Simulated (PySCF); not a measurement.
# Hf (hafnium, neutral) across methods

[Xe] 4f14 5d2 6s1 6p1, one real determinant (an excited configuration). Calculation: PySCF 2.14, in aug-cc-pVTZ-PP with one added diffuse shell each of s, p, d, f, g type with ECP60MDF (7s7p6d4f3g, 113 functions); a scalar-relativistic core potential.

| method | E (hartree) | mean ε 6s α (eV) | mean ε 5d α (eV) | mean ε 6p α (eV) | Σ⟨r²⟩ (bohr²) | ⟨S²⟩ |
| --- | --- | --- | --- | --- | --- | --- |
| r2SCAN | -48.3802 | -6.505 | -5.002 | -2.496 | 67.34 | 6.002 |
| LDA | -48.2075 | -6.544 | -4.660 | -2.448 | 67.98 | 6.000 |
| CAM-B3LYP | -48.3040 | -8.154 | -6.902 | -3.762 | 67.46 | 6.001 |
| PBE0 | -48.3435 | -7.110 | -5.808 | -3.012 | 67.45 | 6.001 |
| r2SCANh | -48.3651 | -6.801 | -5.405 | -2.713 | 67.27 | 6.002 |
| TPSS | -48.3542 | -6.277 | -4.758 | -2.407 | 67.70 | 6.001 |
| PBE | -48.3685 | -6.338 | -4.711 | -2.416 | 67.98 | 6.001 |
| UHF | -47.90449 | -9.073 | -8.678 | -4.649 | 68.22 | 6.004 |

⟨L²⟩ = 13.97 against 20 for a pure G term, so this real determinant mixes terms. Energies and moments cover only the electrons outside the core potential. Spin-orbit coupling, absent here, splits the open shell strongly.
